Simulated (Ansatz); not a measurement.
Reaction (atomization): `[CH3][SbH][NH2]` → C• + 6 H• + N• + Sb•

Computed with Ansatz on PBE0-D4/def2-TZVP structures; ΔE is electronic, products minus reactants. CCSD(T)/CBS is the MP2 limit (def2-TZVPP, def2-QZVPP) plus CCSD(T) − MP2 in def2-TZVPP, frozen cores. This one scheme is used for every species, atoms too. Functionals use def2-TZVPP. No spin–orbit coupling; open shells (•) take unrestricted orbitals. Spin–orbit coupling would lower the free atoms: a little for C. def2 core potentials past Kr. For Sb outer-core shells are correlated without core-valence functions, so the limit isn't a true one: a few kJ/mol of doubt a bond, and 10 to 20 or more in all where bonds break to atoms. One conformer a species, not always the lowest.

```csv
level,ΔE (kJ/mol)
PBE-QIDH,2773.0
HF/def2-SVP,1886.6
```

Task: What does CCSD(T)/CBS give? (Estimate.)

Result: Computed: +2838.6 kJ/mol. The listed levels differ from it by -65.6, -952.0 kJ/mol.

Largest T1 diagnostic among the species: 0.012.

From r2SCAN to r2SCAN0 (25 % exact exchange), in def2-TZVPP and without D4, ΔE moves by −47.4 kJ/mol: exact exchange takes away binding that semilocal exchange gives to molecules. In def2-TZVPP, CCSD(T) changes the Hartree–Fock value by +830.7 kJ/mol (the triples alone add +43.7 kJ/mol) and MP2 by +817.5 kJ/mol; breaking electron pairs costs correlation energy, which Hartree–Fock lacks.

For atomizations the MP2-based limit and the directly extrapolated one differ by several kJ/mol either way, and by 10 to 25 for some Ge, Se and Sn compounds, so smaller differences from it don't rank the levels.
